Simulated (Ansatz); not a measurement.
Basis sets compared for nido-B6H10 (SH for H, site c on B) (B6H10S). Total charge 0; singlet. Geometry PBE0-D4/def2-SVP. Ansatz on 4 threads of Arm Neoverse V1 on a shared host; times are rough, and most runs start from earlier orbitals.

Cartesian coordinates in Å:
```
B 0.107 1.162 0.822
B -0.167 1.328 -0.877
B -0.180 -1.406 -0.172
B -0.323 -0.304 -1.584
B 0.862 0.010 -0.347
B 0.102 -0.433 1.255
S 0.778 -1.270 2.726
H 0.574 2.120 1.376
H 0.014 2.307 -1.544
H 0.035 -2.580 -0.283
H -0.145 -0.608 -2.728
H 2.039 -0.058 -0.563
H 0.721 -0.196 3.541
H -1.009 1.506 0.171
H -1.200 0.666 -1.536
H -1.191 -1.150 -1.056
H -1.017 -1.094 0.801
```

Binding counts from free atoms (B doublet, S triplet, H doublet) in the same basis, without a counterpoise term.

```csv
level,functions,energy (Eh),HOMO (eV),LUMO (eV),binding per atom (eV),wall time
PBE-D4/def2-SVP,152,-552.6769,-5.80,-2.04,3.84,2.3 s
PBE0-D4/def2-SVP,152,-552.7639,-6.89,-1.20,3.82,2.8 s
```

Problem. Estimate the rows for PBE-D4/def2-TZVP (with forces), PBE0-D4/def2-TZVP.

Solution. 
| level | functions | energy (Eh) | HOMO (eV) | LUMO (eV) | binding per atom (eV) | wall time |
| --- | --- | --- | --- | --- | --- | --- |
| PBE-D4/def2-TZVP (with forces) | 283 | -552.9756 | -5.95 | -2.15 | 3.81 | 5.5 s |
| PBE0-D4/def2-TZVP | 283 | -553.0551 | -6.99 | -1.28 | 3.78 | 7 s |
